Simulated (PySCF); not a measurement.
# Mayer bond orders and bond lengths

Compound: V(NH)F3 (singlet state).
Structure used (PBE0-D3(BJ)/def2-SVP), in Å, numbered top down from 1:
```
atom  x, y, z in Å
V1    -0.0041   -0.0058   -0.4313
N2     0.0051    0.0182    1.1514
H3     0.0187    0.0289    2.1715
F4     1.6182   -0.0084   -0.9718
F5    -0.8247    1.3908   -0.9796
F6    -0.8132   -1.4238   -0.9402
```

Bond orders from the PBE0/pcSseg-1 (pcSseg-2 on V) density (PySCF). Isolated species at its PBE0-D3(BJ)/def2-SVP geometry, gas phase.

(1) Give the Mayer order of every bond between heavy atoms, beside its length.

(2) And the bonds to hydrogen?

(3) Sum the orders of all bonds at each heavy atom with more than one neighbour.

Answers

(1) 
```tsv
bond	length (Å)	Mayer order
V1–N2	1.583	2.208
V1–F4	1.710	1.007
V1–F5	1.710	1.007
V1–F6	1.710	1.007
```

(2) H–N: 0.90 (1 bond).

(3) V1 5.229, N2 3.106. Orders between atoms that aren't bonded are not in these sums.

Mayer orders depend on the basis set.
